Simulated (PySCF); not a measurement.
C2H5O2, SMILES [O]CCO, multiplicity 2.

Geometry optimised at B3LYP-D3(BJ)/def2-SVP. The isomer is the one that the SMILES or the coordinates give; other isomers of the formula were not compared. One conformer was computed; it need not be the lowest.

Level of theory: PBE0/def2-TZVPD (PySCF).

Q: Estimate the frontier levels, dipole moment and polarisability. (Estimate from the structure and the level; the computed values follow.)

A: 
```json
{
  "α spin, highest occupied and lowest empty level": "-8.12 and -0.03 eV",
  "β spin, highest occupied and lowest empty level": "-7.64 and -3.63 eV",
  "dipole_moment": "3.15 D",
  "quadrupole, principal values (traceless, Buckingham form, about the centre of nuclear charge)": "-4.66, -1.01, 5.67 D·Å",
  "mean_static_polarisability": "39.9 bohr³ (5.91 Å³)",
  "polarisability_principal_values": "35.2, 38.4, 46.0 bohr³",
  "⟨S²⟩": "0.755 (pure state 0.75)"
}
```
